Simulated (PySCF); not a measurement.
Compound: 3-ethylpentan-2-one, C7H14O.
SMILES with atom numbers: `[CH3:1][CH2:2][CH:3]([CH2:4][CH3:5])[C:6]([CH3:7])=[O:8]` (hydrogens: H9, H10, H11 on C1; H12, H13 on C2; H14 on C3; H15, H16 on C4; H17, H18, H19 on C5; H20, H21, H22 on C7)

Method used: PBE0-D3(BJ)/def2-SVP geometry optimisation, gas phase (PySCF).

Task: List the bond lengths, angles and torsions at this level.

Result: 
```tsv
bond	length (pm)	order
C1–C2, C4–C5	152.0	single
C2–C3, C3–C4	153.1	single
C3–C6	152.8	single
C6–C7	150.4	single
C6=O8	120.9	double
C1–H9 and 5 like bonds	110.1	single
C2–H12, C4–H16	110.3	single
C2–H13, C4–H15	110.3	single
C3–H14	110.5	single
C7–H20, C7–H21, C7–H22	110.1	single
```

Bonds in one row agree within 1 pm and their mean is given. Orders are formal, as drawn. A selection of angles:
```tsv
angle	degrees
C1–C2–C3	114.2
C2–C3–C4	111.4
C2–C3–C6	109.3
C3–C6–C7	117.5
C3–C6–O8	120.3
C7–C6–O8	122.2
```

Dihedral angles: C1–C2–C3–C4 -176° (antiperiplanar); C2–C3–C4–C5 176° (antiperiplanar); C2–C3–C6–C7 -119° (anticlinal).

The 6 C–C bonds span 1.504 Å (C6–C7, drawn single) to 1.531 Å (C3–C4, drawn single), a spread of 0.027 Å. Of the pairs four or more bonds apart, C6···H18 is among the closest relative to their van der Waals radii: 2.76 Å, 95 % of the sum of Bondi's values.

Point group: Cs (every atom within 0.08 Å of its image). No PBE0-D3(BJ)/def2-SVP frequencies stand behind this structure, so it isn't proved a minimum. The numbers are those of one conformer.
